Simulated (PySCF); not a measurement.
# Chlorine: a sound run and one with changed settings

Sound run: Cl⁺ [Ne] 3s2 3p4, Cl²⁺ [Ne] 3s2 3p3. Calculation: PySCF 2.14, in cc-pV(D+d)Z (4s3p2d, 23 functions); no relativity, point nucleus. In the sound run the correlated levels freeze [Ne]. The sound run starts from symmetry-adapted Hartree-Fock orbitals and uses a fine grid where one is needed.

Changed run: all electrons correlated in a basis built for the valence shell.

```csv
species,method,sound run (hartree),changed run (hartree),converged
Cl⁺,MP2,-459.12752,-459.18458,yes
Cl⁺,CCSD(T),-459.15017,-459.20500,yes
Cl²⁺,MP2,-458.28179,-458.33852,yes
Cl²⁺,CCSD(T),-458.30389,-458.35827,yes
```

Ionisation energy of Cl⁺:

```csv
method,sound run (eV),changed run (eV)
UHF,22.562,22.562
MP2,23.013,23.022
SCS-MP2,23.037,23.046
CCSD,23.019,23.030
CCSD(T),23.028,23.041
```

A valence basis has no tight correlating functions, so it recovers only part of the core correlation, and not evenly between atom and ion.

For comparison, NIST gives 23.814 eV between the lowest levels.
